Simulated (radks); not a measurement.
Initial-state core-level shifts of the indium ion In3+ when its valence configuration changes from [Kr] 4d10. Calculated with a radial shooting solver on a logarithmic mesh with Libxc functionals: scalar-relativistic Kohn-Sham, SCAN, spin-polarised, spherical densities, finite nucleus; open shells are filled with parallel spins first (spin-orbit coupling, left out, can overturn this in heavy ions); meta-GGA in the generalised Kohn-Sham scheme; Fermi nuclear charge, rms radius 4.6156 fm. Shifts are changes of the shell-averaged eigenvalues in eV (positive: less bound); the change of the density at the nucleus, which sets a Mossbauer isomer shift, is in e/bohr^3, on a base of 1.794e+05.

| valence | 2s | 2p | 4s | 4p | density at nucleus |
|---|---|---|---|---|---|
| 4d9 5s1 | -7.268 | -7.251 | -6.066 | -5.761 | +55.49 |
| 4d8.5 5s1 5p0.5 | -11.610 | -11.582 | -9.724 | -9.259 | +61.54 |
| 4d8 5s1 5p1 | -15.981 | -15.941 | -13.348 | -12.719 | +67.49 |
| 4d9 5p1 | -8.588 | -8.566 | -7.421 | -7.113 | +7.40 |
| 4d9.5 5p0.5 | -4.292 | -4.281 | -3.741 | -3.590 | +3.57 |
| 4d8 5p2 | -17.268 | -17.222 | -14.640 | -14.002 | +15.88 |
| 4d7 5p3 | -26.109 | -26.038 | -21.734 | -20.746 | +25.32 |
